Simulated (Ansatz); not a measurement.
```yaml
crystal:
  periodic: [false, false, false]
  atoms:
    - {symbol: Ag, position_ang: [-0.000276, 0.000265, 0.000281]}
    - {symbol: I, position_ang: [-1.080293, -0.100182, -1.100178]}
    - {symbol: I, position_ang: [1.080569, 0.085605, 1.099937]}
basis:
  gaussian: {orbitals: def2-mTZVP, fitting: {mean_field: cc-pVTZ-jkfit}}
total_charge: -1
hamiltonian: {xc: {name: B2PLYP}}
scf: {omitted_lower_state_checks: [starts]}
output: {forces: true}
```

```sh
$ ansatz run in.yaml --threads 4 --pin off --events-out ev --progress --plain --max-ram 3916MiB
```

Shortened log:

```
Functional definition: B2PLYP
Error: [file] the basis set cc-pVTZ-JKFIT has no functions for Ag
```

In the def2 sets Ag, I take a core potential; there is no spin–orbit coupling. The highest occupied level of an anion often lies above zero with these methods, and sets without diffuse functions describe the outer electron poorly.
